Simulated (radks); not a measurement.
Numerical settings for neutral tin, [Kr] 4d10 5s2 5p2. Method: Dirac Kohn-Sham, PBE, spin-unpolarised, spherical densities, point nucleus; open shells fill j = l - 1/2 first; computed with a radial shooting solver on a logarithmic mesh with Libxc functionals. The defaults (mesh step 0.008 in ln r, mesh end at 40 bohr or more with all orbitals vanishing there, Anderson mixing 0.5 over 9 steps, residual threshold near 1e-9 with the energy settled to 1e-9 hartree or 1e-11 of itself, here a cap of 55 iterations) give E = -6179.0232 hartree and 5p1/2 at -3.831 eV in 14 iterations. Run on one thread of a shared host, so times are rough (Arm Neoverse N1): 0.19 s of CPU time, 0.19 s wall, 14 iterations on 2725 mesh points. Changes against that run (0 stands for a change within the tolerance of the run):

[
 {"setting": "mesh step in ln r 0.005", "iterations": "14", "converged": "yes", "E (mhartree)": "0", "e(5p1/2) (meV)": "0", "CPU (s)": "0.29"},
 {"setting": "mesh step in ln r 0.2", "iterations": "2", "converged": "no", "E (mhartree)": "diverged", "e(5p1/2) (meV)": "-", "CPU (s)": "0.03"},
 {"setting": "mesh step in ln r 0.003", "iterations": "14", "converged": "yes", "E (mhartree)": "0", "e(5p1/2) (meV)": "0", "CPU (s)": "0.48"},
 {"setting": "mesh end (bohr) 20", "iterations": "14", "converged": "yes", "E (mhartree)": "0", "e(5p1/2) (meV)": "+0.00386", "CPU (s)": "0.18"},
 {"setting": "mesh end (bohr) 5", "iterations": "14", "converged": "yes", "E (mhartree)": "+148", "e(5p1/2) (meV)": "+3.35e+03", "CPU (s)": "0.17"},
 {"setting": "residual threshold 1e-05", "iterations": "10", "converged": "yes", "E (mhartree)": "0", "e(5p1/2) (meV)": "+0.203", "CPU (s)": "0.16"},
 {"setting": "residual threshold 0.1", "iterations": "7", "converged": "yes", "E (mhartree)": "+0.00279", "e(5p1/2) (meV)": "-18", "CPU (s)": "0.13"},
 {"setting": "mixing 0.05", "iterations": "19", "converged": "yes", "E (mhartree)": "0", "e(5p1/2) (meV)": "0", "CPU (s)": "0.26"},
 {"setting": "linear mixing, mixing 1", "iterations": "55", "converged": "no", "E (mhartree)": "+4.02e+04", "e(5p1/2) (meV)": "-2.36e+05", "CPU (s)": "1.7"},
 {"setting": "linear mixing, mixing 0.5", "iterations": "30", "converged": "yes", "E (mhartree)": "0", "e(5p1/2) (meV)": "0", "CPU (s)": "0.31"},
 {"setting": "mixing history 20", "iterations": "17", "converged": "yes", "E (mhartree)": "0", "e(5p1/2) (meV)": "0", "CPU (s)": "0.22"},
 {"setting": "iteration cap 3", "iterations": "3", "converged": "no", "E (mhartree)": "+1.33", "e(5p1/2) (meV)": "+300", "CPU (s)": "0.05"}
]

Settings that end as converged yet miss the energy by more than 1 mhartree: mesh end (bohr) 5 (+0.148 hartree). A mesh that ends early acts as a hard wall.
